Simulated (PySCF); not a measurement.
## Dipole response of N²⁺ (nitrogen, charge +2)

[He] 2s2 2p1, 2P determinant. Calculation: PySCF 2.14, in aug-cc-pVDZ (4s3p2d, 23 functions); no relativity, point nucleus. Coupled (time-dependent) response in atomic units; α is the mean over directions. A double-zeta set is small for polarisabilities.

```tsv
method	mean α (bohr³)	α xx, yy, zz	C₆ (like pair)	S(−4)
UHF	2.728	2.843, 2.497, 2.843	3.861	8.950
PBE	2.600	2.723, 2.354, 2.723	3.672	6.833
PBE0	2.615	2.738, 2.367, 2.738	3.695	7.011
TPSSh	2.633	2.755, 2.388, 2.755	3.774	7.120
LC-wPBE	2.614	2.737, 2.367, 2.737	3.694	6.962
```

S(−4) is the Cauchy moment in α(ω) = α(0) + S(−4) ω² + …

α(iu) at PBE0:

| u (hartree) | α(iu) (bohr³) |
| --- | --- |
| 0 | 2.615 |
| 0.0500 | 2.597 |
| 0.100 | 2.547 |
| 0.200 | 2.372 |
| 0.300 | 2.142 |
| 0.500 | 1.678 |
| 0.750 | 1.234 |
| 1.00 | 0.9338 |
| 1.50 | 0.5823 |
| 2.00 | 0.3942 |
| 3.00 | 0.2116 |
| 5.00 | 0.08794 |

For an ion, C₆ is the dispersion term alone; charge-induced terms of lower order in 1/R come first.

The components differ because the open shell of this determinant is not spherical; for a pure term their mean is the scalar polarisability.
